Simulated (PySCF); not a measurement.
Work out the structure from these simulated measurements.

Formula: C3H13ClSi4.

* 1H NMR: chemical shifts (computed TMS as zero) by class: 6.37 (1 H), 5.66 (1 H), 5.37 (1 H), 5.30 (1 H), 3.64 (3 H), 3.50 (1 H), 3.48 (3 H), 2.42 (1 H), 1.68 (1 H) ppm [GIAO PBE0/pcSseg-1]
* Rotational structure: rotational constants A, B, C: 0.827, 0.638, 0.410 GHz [GFN2-xTB]
* NMR, other nuclei: isotropic shieldings of nuclei other than C and H, by class: 341 (1 Si), 461 (1 Si), 466 (1 Si), 493 (1 Si), 992 (1 Cl) ppm [GIAO PBE0/pcSseg-1]
* Dipole: 1.40 D [PBE0/pcSseg-1]
* 13C NMR: chemical shifts (computed TMS as zero) by class: 142.5 (1 C), 122.2 (1 C), 32.1 (1 C) ppm [GIAO PBE0/pcSseg-1]

Gas-phase values; electronic properties from PySCF, density fitting. Levels stand in brackets. Geometry: GFN2-xTB, one conformer, isolated molecule. NMR values are class means; diastereotopic atoms form classes of their own.

**Question.** What is the compound? Reason from the data.

**Answer.** Numbering: `[CH2:1]=[CH:2][CH2:3][Si@H:4]([Cl:5])[SiH:6]([SiH3:7])[SiH3:8]`. Its formula, C3H13ClSi4, gives 1 degree of unsaturation: 0 rings and 1 π bond in the structure found. 3 carbons fall into 3 classes; from least to most shielded: alkene CH carbon [C2] (142.5 ppm), terminal =CH2 carbon [C1] (122.2 ppm), sp3 carbon bound to silicon [C3] (32.1 ppm). Hydrogen classes from least to most shielded: 1 H on an alkene CH carbon, C2 (6.37 ppm), 1 H on a chlorine-bound silicon, Si4 (5.66 ppm), 1 H on a terminal =CH2 carbon, C1 (5.37 ppm), 1 H on a terminal =CH2 carbon, C1 (5.30 ppm), 3 H on an SiH3 silicon, Si8 (3.64 ppm), 1 H on an SiH silicon, Si6 (3.50 ppm), 3 H on an SiH3 silicon, Si7 (3.48 ppm), 1 H on an sp3 carbon bound to silicon, C3 (2.42 ppm), 1 H on an sp3 carbon bound to silicon, C3 (1.68 ppm). The other shieldings belong to: 341 ppm, chlorine-bound silicon [Si4]; 461 ppm, SiH3 silicon [Si8]; 466 ppm, SiH3 silicon [Si7]; 493 ppm, SiH silicon [Si6]; 992 ppm, silicon-bound chlorine [Cl5]. The optimised geometry has point group C1 and is an asymmetric top. Structure: `C(C=C)[Si@@H]([SiH]([SiH3])[SiH3])Cl`. Computed isomers that give other values at the same levels: `ClCCC1[SiH2][SiH2][SiH2][SiH2]1` (13C chemical shifts (computed TMS as zero) by class: 53.7 (1 C), 39.0 (1 C), 7.1 (1 C) ppm); `C=C(CCl)[SiH2][SiH]([SiH3])[SiH3]` (13C chemical shifts (computed TMS as zero) by class: 153.4 (1 C), 135.2 (1 C), 59.5 (1 C) ppm); `C=C[SiH2][Si@H](CCl)[SiH2][SiH3]` (13C chemical shifts (computed TMS as zero) by class: 145.6 (1 C), 139.0 (1 C), 31.5 (1 C) ppm). The assignments are read from this structure; whether some other isomer fits the data as well wasn't checked. The mirror image fits equally.

Conformer computed: `[CH2:1]=[CH:2][CH2:3][Si@H:4]([Cl:5])[SiH:6]([SiH3:7])[SiH3:8]`: C1–C2–C3–Si4 102°, C2–C3–Si4–Cl5 66°, C3–Si4–Si6–Si7 -52°.
